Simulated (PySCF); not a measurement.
# C5H14O3Si: core ionisation energies

SiEt(OMe)3, C5H14O3Si.
Geometry (PBE0-D3(BJ)/def2-SVP, Å), atoms numbered from 1 in this order:
```xyz
23
C5H14O3Si angstrom
Si     0.0075   -0.0096   -0.0770
C     -0.0296   -0.2416    1.7660
C      0.3183    1.0287    2.5397
H      0.6666   -1.0580    2.0269
H     -1.0350   -0.6078    2.0394
H      0.2767    0.8717    3.6287
H      1.3310    1.3763    2.2860
H     -0.3763    1.8465    2.2924
O      1.5258    0.5134   -0.4583
C      1.9074    1.0055   -1.7151
H      1.9009    0.2122   -2.4838
H      2.9306    1.4047   -1.6433
H      1.2380    1.8146   -2.0531
O     -1.0495    1.1338   -0.6273
C     -2.4161    0.9533   -0.8689
H     -2.6182    0.0013   -1.3888
H     -2.7792    1.7789   -1.5006
H     -3.0008    0.9652    0.0693
O     -0.4018   -1.3962   -0.8956
C      0.2356   -2.6337   -0.7609
H      1.3319   -2.5525   -0.8740
H     -0.1356   -3.3148   -1.5423
H      0.0291   -3.1023    0.2190
```

Theory: PySCF, delta-SCF UKS SCAN, pcX-2 on the ionised atom, pcseg-1 elsewhere, spin-free X2C. Binding energies are ΔSCF values: E(core-ionised, relaxed orbitals) − E(ground state) at a fixed geometry, referred to the vacuum level.

Problem. What binding energy does each computed site have?

Solution. 
| atom(s) | environment | level | binding energy (eV) | 2p1/2 (eV) | above the level's lowest (eV) | count |
| --- | --- | --- | --- | --- | --- | --- |
| Si1 | silicon bonded to C and 3 O | Si 1s | 1847.46 | – | 0.00 | 1 |
| O9/O14/O19 | oxygen bonded to C and Si | O 1s | 537.76 | – | 0.00 | 3 |
| C10/C15/C20 | carbon bonded to O and 3 H | C 1s | 292.09 | – | +2.04 | 3 |
| C3 | carbon bonded to C and 3 H | C 1s | 290.45 | – | +0.40 | 1 |
| C2 | carbon bonded to C, Si and 2 H | C 1s | 290.05 | – | 0.00 | 1 |
| Si1 | silicon bonded to C and 3 O | Si 2p3/2 | 107.26 | 107.89 | 0.00 | 1 |

The listed C 1s values span 2.04 eV, from C2 (bonded to C, 2 H and Si) to C10/C15/C20 (bonded to O and 3 H). The widest gap between neighbouring values is 1.64 eV, between 290.45 and 292.09 eV.

Problem. What is the longest wavelength that can ionise C 1s of C2 vertically?

Solution. λ = hc/E = 12398.42 eV Å / 290.05 eV = 42.746 Å.

One atom of each set of topologically equivalent atoms was ionised and stands for the set; in this conformer not all members are related by symmetry, and their own values weren't computed. For 2p shells one spin-free hole was relaxed; a mean-field spin–orbit operator and the ground-state splitting of the three 2p orbitals were then diagonalised within the shell. The shell's mean is (2 × 2p3/2 + 2p1/2)/3, and the degeneracies 2j + 1 give areas of 2:1. 2p1/2 minus 2p3/2 (ligand field included): Si 0.63 eV. Geometry: PBE0-D3(BJ)/def2-SVP, one conformer, isolated molecule.
